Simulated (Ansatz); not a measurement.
Compare A (`BC(=C)[O][GeH3]`) with its isomer B (`B[CH]1C[O][GeH2]1`).

Computed with Ansatz on PBE0-D4/def2-TZVP structures; ΔE is electronic, products minus reactants. CCSD(T)/CBS adds triple-zeta CCSD(T) − MP2 to the extrapolated MP2 energy (def2 sets, frozen cores). Functionals use def2-TZVPP. B3LYP here is the variant with VWN-RPA as its local correlation; programs differ in this. For Ge outer-core shells are correlated without core-valence functions, which leaves a few kJ/mol of doubt a bond. Scalar relativity is left out up to krypton. One conformer a species, not always the lowest.

Question: Which is lower in electronic energy at CCSD(T)/CBS, and by how much? (An estimate is asked.)

Answer: The calculation gave: B, by 29.7 kJ/mol.

Question: Give E(B) − E(A) in kJ/mol with B3LYP-D4, CCSD/def2-TZVPP, CCSD(T)/def2-TZVPP, B2PLYP, PBE0-D4, MP2/def2-TZVPP, B3LYP. (Best estimate.)

Answer: The calculation gave: B3LYP-D4 -8.5, CCSD/def2-TZVPP -26.7, CCSD(T)/def2-TZVPP -27.1, B2PLYP -16.1, PBE0-D4 -35.9, MP2/def2-TZVPP -38.9, B3LYP -6.2. None reverses the order clearly.

Largest T1 diagnostic: 0.013.

From PBE to PBE0 (25 % exact exchange), in def2-TZVPP and without D4, E(B) − E(A) moves by −7.4 kJ/mol. In def2-TZVPP, CCSD(T) changes the Hartree–Fock value by −32.0 kJ/mol (the triples alone add −0.4 kJ/mol) and MP2 by −43.8 kJ/mol.
